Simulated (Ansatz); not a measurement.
Geometry optimisation, Ansatz 0.2.0, RKS PBE-D4/def2-TZVP.

input.yaml

```yaml
crystal:
  periodic: [false, false, false]
  atoms:
    - { symbol: O, position_ang: [-1.22387, 0.21325, 0.92597] }
    - { symbol: As, position_ang: [0.30705, -0.1901, 0.476] }
    - { symbol: H, position_ang: [0.13442, -1.0205, -0.89505] }
    - { symbol: H, position_ang: [0.7824, 0.99735, -0.50691] }
total_charge: -1
basis:
  gaussian: { orbitals: def2-TZVP }
hamiltonian:
  xc: pbe
  dispersion: d4
relax:
  f_tol: 0.015
  max_steps: 40
```

Command:

```bash
$ ansatz run input.yaml --threads 1 --pin off --max-ram 2048MiB --backend cpu --events-out ev --progress --plain --runs-dir out
```

**Question.** Where does it end, and by what steps?

**Answer.** The forces met the threshold. Limits of this set-up: an anion without diffuse functions, the dipole of an ion depends on the origin. After 4 steps the energy has fallen by 0.078 eV; O1 moved furthest, 0.05 Å.

```
step  energy less start (eV)  largest force component (eV/Å)  accepted
   0                  0.0000                           2.187       yes
   1                 -0.0518                           1.088       yes
   2                 -0.0747                           0.406       yes
   3                 -0.0779                           0.025       yes
   4                 -0.0779                           0.004       yes
```

```xyz
4
Properties=species:S:1:pos:R:3
O -1.266 0.221 0.960
As 0.315 -0.190 0.464
H 0.144 -1.048 -0.911
H 0.806 1.018 -0.513
```

The run took 8.2 s on 1 CPU thread of a shared host.
